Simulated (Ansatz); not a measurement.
The cluster NbTe2⁺. Charge 1, multiplicity 3. Geometry PBE0-D4/def2-TZVP, that of the neutral doublet; atoms count from 1.

```csv
atom,x (Å),y (Å),z (Å)
Nb1,1.272,0.602,-0.568
Te2,-1.333,0.798,-0.112
Te3,0.061,-1.400,0.681
```

In the def2 sets Nb, Te take a core potential; there is no spin–orbit coupling. The charge 1 triplet is spin-contaminated (final ⟨S²⟩ up to 2.54, 2.00 for a pure state). The structure comes from a short search, and lower isomers may exist.

Q: Estimate the Mulliken populations from the PBE0/def2-TZVP orbitals of Ansatz.

A: 
| atom | charge (e) | spin (α − β) | d electrons |
| --- | --- | --- | --- |
| Nb1 | 0.79 | 3.00 | 3.66 |
| Te2 | 0.10 | -0.50 | – |
| Te3 | 0.10 | -0.50 | – |
Mulliken values depend strongly on the basis.

Q: Where does the spin sit?

A: Summed by element: Nb 3.00, Te -1.00, of 2 unpaired in all. Largest on single atoms: Nb1 3.00, Te2 -0.50, Te3 -0.50.

Q: And the Mayer bond orders between heavy atoms (over 0.3)?

A: Nb1–Te2 1.37 (2.65 Å); Nb1–Te3 1.37 (2.65 Å); Te2–Te3 1.16 (2.72 Å).
